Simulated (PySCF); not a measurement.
Job for PySCF: U-B3LYP/6-31G* on H2Si2 (SMILES [Si]=[SiH2]), a point of a bond scan (R = 1.632 Å).

```python
from pyscf import gto, scf, dft, mp
from pyscf.data.elements import chemcore

mol = gto.M(
    atom='''
    Si   -0.95263844    0.06887490    0.17721402
    Si    1.20465812   -0.08709570   -0.22409583
    H    -1.87400425    1.33610281   -0.27853111
    H    -1.73803188   -0.96580912    0.89344517
    ''',
    basis='6-31g*',
    cart=True,
    charge=0, spin=0, verbose=3, max_memory=1800)
mf = dft.UKS(mol, xc='b3lyp')
mf.conv_tol = 1e-8
mf.max_cycle = 100
mf.init_guess_breaksym = True
mf.kernel()
if not mf.converged:
    mf = mf.newton().run(mf.mo_coeff, mf.mo_occ)
for _ in range(4):
    mo, _, stable, _ = mf.stability(return_status=True)
    if stable:
        break
    mf.kernel(mf.make_rdm1(mo, mf.mo_occ))
```

Output:

```
converged SCF energy = -580.077189592864  <S^2> = 5.4735878e-08  2S+1 = 1.0000001
<class 'pyscf.dft.uks.UKS'> wavefunction has an internal instability
converged SCF energy = -580.077212320252  <S^2> = 0.055509008  2S+1 = 1.1054574
<class 'pyscf.dft.uks.UKS'> wavefunction is stable in the internal stability analysis
```

The run converged.

Cost: roughly 40 core-seconds.
